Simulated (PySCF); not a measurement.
# Basis-set dependence of the ionisation energy of Pr⁺

Pr⁺ [Xe] 4f3 6s1 (high-spin determinant) → Pr²⁺ [Xe] 4f3 (high-spin determinant). Calculated with PySCF 2.14 from differences of total energies of unrestricted determinants, without spin-orbit coupling. Values in eV.

```tsv
basis	Hamiltonian	functions	UHF	r2SCAN	PBE0	MP2 (valence)
cc-pVDZ-X2C	spin-free X2C	84	9.879	10.535	10.609	10.487
ANO-RCC-VTZP	spin-free X2C	104	9.884	10.583	10.664	10.557
x2c-TZVPPall	spin-free X2C	113	9.889	10.549	10.638	10.567
x2c-TZVPPall with one added diffuse shell each of s, p, d, f type	spin-free X2C	129	9.892	10.583	10.656	10.574
cc-pwCVTZ-X2C	spin-free X2C	186	9.883	n/a	n/a	10.569
```

Frozen in the all-electron rows: valence: [Kr] 4d10.

Both determinants mix LS terms of the configuration, so the numbers do not refer to single terms; with the open shell unchanged, much of this cancels in the difference.

Between the lowest levels the reference is 10.631 ± 0.02 eV (semi-empirical (NIST evaluation); NIST Atomic Spectra Database, ionization energies); it includes spin-orbit coupling, which these numbers lack.
